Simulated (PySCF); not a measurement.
# BeZn: one state, many levels of theory

State: ¹Σ⁺ (singlet), closed shell. Set-up: PySCF, no relativity, basis sets Be def2-SVPD, Zn def2-SVPD. De refers to Be + Zn in their ground configurations, without counterpoise correction. A positive dipole means Be(−)Zn(+). Levels whose curve was spin-contaminated or gave no clean fit are not listed.

```csv
Level,Re (Å),ωe (cm⁻¹),De (eV),μ (D)
PBE,2.680,200,0.295,0.78
r²SCAN,2.666,207,0.278,0.66
M06-L,2.744,187,0.238,0.63
PBE0,2.811,161,0.189,0.65
r²SCAN0,2.796,164,0.178,0.56
```

Question: What does a quarter of exact exchange do here, going from PBE to PBE0?

Answer: PBE0 less PBE: +13.1 pm in Re, -19.5 % in ωe, -0.11 eV in De. Exact exchange removes part of the self-interaction that spreads semilocal densities, and in most molecules shortens and stiffens the bond and lowers De; here Re and ωe go the other way.

Question: What does the step from GGA to meta-GGA do here, going from PBE to r²SCAN?

Answer: r²SCAN less PBE: -1.4 pm in Re, +3.5 % in ωe, -0.02 eV in De. 

Closed-shell solutions of metal pairs were not tested for spin polarisation, which can lower them a little. The bond is weak. Basis-set superposition, not corrected here, can be much of De in a small basis, most of all at correlated wavefunction levels. Functionals without a dispersion term scatter widely for such bonds, and LDA overbinds them.
